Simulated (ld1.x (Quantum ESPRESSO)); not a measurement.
# chlorine (Cl): one change to a PAW potential, before and after

```
Element                 : chlorine (Cl)
Generator               : ld1.x (Quantum ESPRESSO) 7.5
Type                    : PAW
Functional              : PBE
Relativity              : scalar-relativistic
Frozen core             : [Ne]
Valence charge          : 7
Reference configuration : 3s2 3p3 (charge +2)
Partial waves           : 3s (bound): rcut 1.25, rcutus 1.35 bohr; 3s channel at -0.05 Ry: rcut 1.25, rcutus 1.35 bohr; 3p (bound): rcut 0.80, rcutus 1.00 bohr; 3p channel at -1.3 Ry: rcut 0.80, rcutus 1.00 bohr
Local potential         : all-electron potential smoothed inside 0.85 bohr (lloc = -2)
Core correction         : Bessel-smoothed model core inside 0.95 bohr
Augmentation charge     : PSQ, inside the norm-conserving radii
```

All-electron outer shells of the reference configuration (PBE, scalar-relativistic, ld1.x):

```
shell  level (eV)  outermost node (bohr)  outermost maximum (bohr)
   3s      -44.92                   0.55                      1.24
   3p      -31.68                   0.53                      1.36
```

Change: local potential all-electron potential smoothed inside 0.75 bohr (lloc = -1).

Cutoffs: the cutoffs (Ry, on a coarse ladder) from which the occupation-weighted sum of valence levels, in a spherical-Bessel basis at the reference potential, stays within 10 and 1 mRy of its value at 400 Ry; they do not see the model core or the augmentation charge, which bear on the density cutoff. Errors are all-electron minus pseudo energies relative to the spin-unpolarised reference configuration.

Problem. How do hardness, ghosts and transferability respond?

Solution. The potential gets neither clearly harder nor softer (55 Ry and 70 Ry → 55 Ry and 70 Ry); both files keep a bound ghost (p); of the 7 tests that both files solve, the error grows in 0 and shrinks in 2 by more than 15 % and 0.3 meV (median size 2.3 → 2.0 meV); the range in which the s phases agree narrows (upper end at the end of the scan → 3.4).

| quantity | base | changed |
| --- | --- | --- |
| cutoff, loose | 55 Ry | 55 Ry |
| cutoff, tight | 70 Ry | 70 Ry |
| bound ghosts | p | p |
| error for 3s2 3p5, meV [ΔE -39.32 eV] | -2.3 | -1.9 |
| error for 3s2 3p4, meV [ΔE -25.45 eV] | -0.5 | -0.4 |
| error for 3s2 3p2, meV [ΔE 38.31 eV] | -8.9 | -8.6 |
| error for 3s2 3p1, meV [ΔE 90.55 eV] | -43 | -41 |
| error for 3s1 3p6, meV [ΔE -27.17 eV] | -2.3 | -2.0 |
| error for 3s2 3p4.5, meV [ΔE -33.74 eV] | -1.5 | -1.3 |
| error for 3s2 3p5.3, meV [ΔE -41.46 eV] | -2.5 | -2.1 |
| s: phases at 1.51 bohr within 0.05 rad from the reference energy up to (Ry; the scan ends near 5) | to the end of the scan | 3.4 |
| p: phases at 1.51 bohr within 0.05 rad from the reference energy up to (Ry; the scan ends near 5) | to the end of the scan | to the end of the scan |
| lowest overlap eigenvalue by channel | s 0.42, p 0.79 | s 0.36, p 0.79 |

 A true bound ghost makes a file unfit for plane-wave use even where its test errors are small: the radial tests pick states by their node count and pass the ghost by.
